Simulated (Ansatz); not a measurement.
Program: Ansatz. Geometries: PBE0-D4/def2-TZVP. ΔE: electronic, gas phase. CBS: MP2 limit from def2 TZ/QZ plus the TZ coupled-cluster correction, frozen cores. This one scheme is used for every species. Functionals use def2-TZVPP. B3LYP here is the variant with VWN-RPA as its local correlation; programs differ in this. One conformer a species, not always the lowest.

`BC(B)CF` + H₂ → `BCB` + `CF`  (hydrogenolysis of a C–C bond)

```tsv
level	ΔE (kcal/mol)
B97M-V	-12.5
r2SCAN0-D4	-11.6
ωB97X-V	-11.2
B2PLYP	-13.0
B3LYP	-14.3
HF/def2-SVP	-16.3
HF/def2-QZVPP	-17.0
MP2/def2-QZVPP	-10.6
```

Problem. What does CCSD(T)/CBS give? (Estimate.)

Solution. The calculation gave: -11.3 kcal/mol. The listed levels differ from it by -1.2, -0.3, 0.1, -1.7, -3.0, -5.0, -5.7, 0.7 kcal/mol.

Problem. What do rigid-rotor, harmonic-oscillator terms from PBE0-D4/def2-TZVP frequencies (298.15 K, 1 bar) make of the CCSD(T)/CBS value? (Best estimate.)

Solution. Ansatz gave: ΔZPE = +4.8 kcal/mol, ΔH = -7.2 kcal/mol, ΔS = 42 J/(mol·K), ΔG = -10.3 kcal/mol.

Largest T1 diagnostic among the species: 0.012.

The D4 term adds +2.3 kcal/mol with B3LYP and +1.3 kcal/mol with PBE0; it sums over pairs of atoms, weighted by their polarisabilities, and B3LYP, whose exchange is more repulsive, gets the larger term. Leaving LDA and LC-ωPBE aside and taking each functional with its dispersion term where it has one, the values, not all of them listed here, spread over 3.4 kcal/mol, from B2PLYP to revPBE-D4. LDA lies +3.4 kcal/mol from PBE without D4. From PBE to PBE0 (25 % exact exchange), in def2-TZVPP and without D4, ΔE moves by −0.7 kcal/mol.
